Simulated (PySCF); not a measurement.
**Two-component Hartree-Fock for Os⁺ (osmium, charge +1)**

Start: [Xe] 4f14 5d5 6s2; 5d5/2 filled at m_j = -3/2, -1/2, +1/2, +3/2, +5/2. Calculated with PySCF 2.14 in x2c-TZVPall-2c with one added diffuse shell each of s, p, d type (12s12p11d2f, 117 functions): generalised Hartree-Fock with the X2C-1e Hamiltonian and a Gaussian nucleus; spin-orbit coupling (SO) screened by Boettger's factors. This is a chosen level, not necessarily the ground level.

```tsv
spinor shell	electrons	ε, screened SO (eV)	weight of nominal j (screened SO)	rms radius, screened SO (bohr)
1s1/2	2	-74265.8	1.000	0.0201
2s1/2	2	-13086.1	1.000	0.0809
2p1/2	2	-12507.1	1.000	0.0687
2p3/2	4	-10970.1	1.000	0.0764
3s1/2	2	-3118.1	1.000	0.207
3p1/2	2	-2859.7	1.000	0.198
3p3/2	4	-2519.1	1.000	0.214
3d3/2	4	-2091.5	1.000	0.188
3d5/2	6	-2018.1	1.000	0.193
4s1/2	2	-700.93	1.000	0.459
4p1/2	2	-591.28	1.000	0.466
4p3/2	4	-510.28	1.000	0.499
4d3/2	4	-330.09	0.999	0.519
4d5/2	6	-314.48	0.999	0.531
5s1/2	2	-119.16	1.000	1.08
5p1/2	2	-83.988	0.923	1.20
4f5/2	6	-83.880	0.981	0.609
4f7/2	8	-80.935	0.986	0.610
5p3/2	4	-68.445	0.961	1.27
5d5/2	5	-24.082	0.506	1.78
6s1/2	2	-16.026	0.999	3.05
```

| quantity | screened SO |
| --- | --- |
| E (hartree) | -17263.45585 |
| M_J | 5/2 |
| ⟨J²⟩ | 8.778 |
| ⟨L²⟩ | 0.297 |
| ⟨S²⟩ | 8.572 |

Each row is a mean over spinors that exchange with the open shell spreads, by up to 9.184 eV (5p3/2).

Rows whose weight is well below 1 are mixtures of j = l ± 1/2: exchange outweighs spin-orbit coupling there, and the label is only the starting occupation.

Breit and QED terms are absent; they matter most for the inner s and p1/2 levels.

Densities and radii are taken from the X2C orbitals without a picture-change correction, which distorts them close to the nucleus.
